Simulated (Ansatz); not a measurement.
Problem. Name a neutral molecule of B, N, Se, Si and H with HOMO energy (PBE0/def2-TZVPP) between -7.15 and -6.85 eV and HOMO energy (ωB97M-V/def2-TZVPP) between -9.30 and -9.00 eV (Ansatz, PBE0-D4/def2-TZVP geometry).

Solution. `NB[Se][SiH3]` (-6.93 eV, -9.03 eV); `[SiH3]NB[SeH]` (-7.02 eV, -9.15 eV). Other molecules can fit too; these were computed, each in one conformer that needn't be the lowest.
